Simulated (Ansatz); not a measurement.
One geometry of K₂Se⁺, several levels of theory.

```yaml
crystal:
  periodic: [false, false, false]
  atoms:
    - {symbol: K, position_ang: [-0.205405, 0.211223, -3.080261]}
    - {symbol: K, position_ang: [0.198319, -0.206700, 3.081032]}
    - {symbol: Se, position_ang: [0.007086, -0.004523, -0.000770]}
basis:
  gaussian: {orbitals: STO-3G}
total_charge: 1
magnetization: {spin_polarized: true, initial_magnetization: 1}
hamiltonian: {xc: hf}
scf: {omitted_lower_state_checks: [starts]}
output: {orbitals: {seedname: orbitals}}
```

The file start.molden holds the orbitals of an earlier run on this structure, at another level or in another basis.

```sh
$ ansatz run in.yaml --threads 4 --pin off --events-out ev --progress --plain --max-ram 3916MiB
```

It prints (some lines left out):

```
Functional definition: HF
491 factors; integrals over basis functions are off by at most 2.2e-4 eV
mean field evaluation 1: about -96864.9501 eV, gradient 8.2e0 eV
mean field evaluation 2: about -96864.9922 eV, gradient 8.3e0 eV
mean field evaluation 4: about -96866.0858 eV, gradient 2.5e-1 eV
mean field evaluation 8: about -96866.0877 eV, gradient 2.5e-5 eV
mean field -96866.08774241 eV, -3559.7630663413 hartree, gradient 4.6e-6 eV, S^2 0.756364; 0 other end points of the search recorded, 0 dependent functions left out
reference -96866.08774241 eV, -3559.7630663413 hartree; 36, 35 occupied and 8, 9 virtual orbitals, 491 factors
Total energy: -96866.08774241 eV, -3559.7630663413 hartree
Checks for a lower state left out: starts
```

Hardware: 4 threads of Arm Neoverse N1 on a shared host. Wall time 0.65 s.

The first input with `gaussian: {orbitals: def2-TZVP, initial_orbitals: start.molden}`, `correlation: {method: mp2}` and without the key `hamiltonian` (abridged; 3.1 s):

```
Functional definition: HF
mean field -97909.46958703 eV, -3598.1066419011 hartree, gradient 6.0e-6 eV, S^2 0.759774
19 core orbitals not correlated: weight in the atoms' cores, before any rotation towards them, 1.000 or more for the frozen orbitals, at most 0.000 for the correlated occupied ones
second order -15.11551221 eV of doubles, -0.00000000 eV of singles
Total energy: -97924.58509924 eV, -3598.6621267293 hartree
Checks for a lower state left out: starts
```

The first input with `gaussian: {orbitals: def2-SVP, initial_orbitals: start.molden}`, `hamiltonian: {xc: pbe0, dispersion: d4}` (abridged; 13 s):

```
Functional definition: PBE0
mean field -97967.26246729 eV, -3600.2304910774 hartree, gradient 3.4e-6 eV, S^2 0.752641
Total energy: -97967.30579432 eV, -3600.2320833164 hartree
Checks for a lower state left out: starts
```

First input, but with `gaussian: {orbitals: def2-TZVP, initial_orbitals: start.molden}`, `hamiltonian: {xc: pbe, dispersion: d4}`, `output: {forces: true, orbitals: {seedname: orbitals}}` (abridged; 8.5 s):

```
Functional definition: PBE
mean field -97974.58921573 eV, -3600.4997441164 hartree, gradient 4.4e-6 eV, S^2 0.752739
Total energy: -97974.63890116 eV, -3600.5015700222 hartree
Atom 0 force     0.001212    -0.001141     0.014102 eV/Å
Atom 1 force    -0.000640     0.000776    -0.014164 eV/Å
Atom 2 force    -0.000572     0.000365     0.000062 eV/Å
Dipole moment:    -0.011246     0.007178     0.001224 e Å
Checks for a lower state left out: starts
```

The first input with `gaussian: {orbitals: def2-TZVP, initial_orbitals: start.molden}`, `hamiltonian: {xc: {name: BHLYP}, dispersion: d4}` (abridged; 13 s):

```
Functional definition: BHLYP
mean field -97996.86879145 eV, -3601.3185034223 hartree, gradient 2.5e-6 eV, S^2 0.754010
Total energy: -97996.97677393 eV, -3601.3224717055 hartree
Checks for a lower state left out: starts
```

First input, but with `gaussian: {orbitals: def2-TZVP, initial_orbitals: start.molden}`, `hamiltonian: {xc: pbe}`, `correlation: {method: rpa}` and without the key `output` (abridged; 18 s):

```
Functional definition: PBE
mean field -97974.58920738 eV, -3600.4997438095 hartree, gradient 1.2e-10 eV, S^2 0.752739
19 core orbitals not correlated: weight in the atoms' cores, before any rotation towards them, 1.000 or more for the frozen orbitals, at most 0.000 for the correlated occupied ones
Total energy: -97932.15124360 eV, -3598.9401774060 hartree
Checks for a lower state left out: starts
```

As the first input, with `gaussian: {orbitals: def2-TZVP, initial_orbitals: start.molden}`, `hamiltonian: {xc: {name: BLYP}, dispersion: d4}` (abridged; 15 s):

```
Functional definition: BLYP
mean field -97997.23489932 eV, -3601.3319576385 hartree, gradient 9.4e-6 eV, S^2 0.752141
Total energy: -97997.33234110 eV, -3601.3355385577 hartree
Checks for a lower state left out: starts
```

Geometry: r2SCAN-D4/def2-TZVP.

Correlated methods freeze 19 core orbitals; core or outer-core shells of K, Se are correlated, in sets that lack core-valence functions. At BLYP-D4/def2-TZVP the gap within one spin of the charge 1 doublet nearly closes, so an electron or hole may be smeared out by delocalisation error. The structure comes from a short search, and lower isomers may exist.
